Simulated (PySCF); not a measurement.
CH8FNOSi2, SMILES O[SiH2]N[SiH2]CF.

Geometry optimised at PBE-D3(BJ)/def2-SVP. This is a generated structure with no PubChem entry under its InChIKey; it may be hypothetical. The values are those of a single conformer.

Calculation: PBE-D3(BJ)/def2-SVP in PySCF.

Frequencies are harmonic and unscaled.

```
mode  ν (cm⁻¹)  IR (km/mol)   moving atoms (share of kinetic energy)
----  --------  -----------  ---------------------------------------
1           28          0.6   N 26 %, H 24 %, O 19 %, Si 15 %, C 9 %
2           50          0.6   O 29 %, H 26 %, Si 17 %, N 12 %, F 8 %
3           53          3.4           F 56 %, Si 19 %, O 11 %, H 9 %
4          165          4.2  H 40 %, C 16 %, Si 16 %, F 15 %, N 12 %
5          183          9.9          Si 27 %, N 26 %, H 21 %, F 19 %
6          218         23.0          H 53 %, Si 16 %, N 15 %, O 14 %
7          279          2.4          H 32 %, Si 28 %, F 19 %, C 18 %
8          322         96.8                  H 51 %, O 31 %, Si 14 %
9          461         80.7                           H 81 %, N 15 %
10         529         14.8                          H 61 %, Si 27 %
11         569         47.1                   H 56 %, Si 28 %, N 9 %
12         612         11.1                  H 62 %, C 20 %, Si 14 %
13         691         22.8                           H 72 %, C 16 %
14         717         43.1                  H 70 %, Si 13 %, N 13 %
15         767         46.2                  H 53 %, C 19 %, Si 16 %
16         798         98.6          H 53 %, O 17 %, Si 12 %, N 11 %
17         821        103.4          H 50 %, O 27 %, Si 12 %, N 11 %
18         866        390.9                   H 79 %, Si 12 %, C 8 %
19         881         42.2                  H 66 %, O 17 %, Si 12 %
20         904         78.5                           H 90 %, Si 8 %
21         925        130.4                   H 77 %, Si 11 %, N 9 %
22         929         78.2                  H 60 %, N 21 %, Si 16 %
23         941         77.5                  H 69 %, Si 17 %, N 10 %
24        1011         65.8                           C 51 %, F 41 %
25        1158        289.6                           H 63 %, N 33 %
26        1192          3.7                                   H 91 %
27        1254          2.0                           H 75 %, C 23 %
28        1399          4.6                                   H 94 %
29        2144        121.0                                   H 97 %
30        2154         75.9                                   H 97 %
31        2170        144.9                                   H 97 %
32        2203        138.5                                   H 97 %
33        2949         24.4                                   H 95 %
34        3011         22.3                           H 90 %, C 10 %
35        3473         37.1                                   H 93 %
36        3756         52.7                                   H 94 %
```
